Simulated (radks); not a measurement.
Effect of the nuclear size on the bromine ion Br+, [Ar] 3d10 4s2 4p4. Calculated with a radial shooting solver on a logarithmic mesh with Libxc functionals: Dirac Kohn-Sham, relativistic LDA (MacDonald-Vosko exchange, VWN5 correlation), spin-unpolarised, spherical densities, finite nucleus; open shells fill j = l - 1/2 first; Fermi nuclear charge, rms radius 4.1629 fm. The rms radius is varied about that value; shifts are against it.

rms radius (fm)  total energy shift (eV)  density at nucleus (e/bohr^3)  1s1/2 shift (meV)  2s1/2 shift (meV)  3p1/2 shift (meV)  4s1/2 shift (meV)
3.7091                            -0.111                      4.431e+04              -46.7              -4.69              0.073             -0.079
3.9881                           -0.0440                      4.407e+04              -18.6              -1.87              0.029             -0.032
4.1629                                 0                      4.393e+04              0.000              0.000              0.000              0.000
4.4252                            0.0692                      4.372e+04               29.3               2.94             -0.046              0.050
5.0371                             0.246                       4.33e+04                104               10.4             -0.162              0.176

Slopes of the eigenvalues against <r^2> in GHz/fm^2, as finite differences over the two radii next to the reference (eigenvalue slopes, not the field-shift constants of lines): 1s1/2 3150, 2s1/2 316, 3p1/2 -4.90, 4s1/2 5.34.
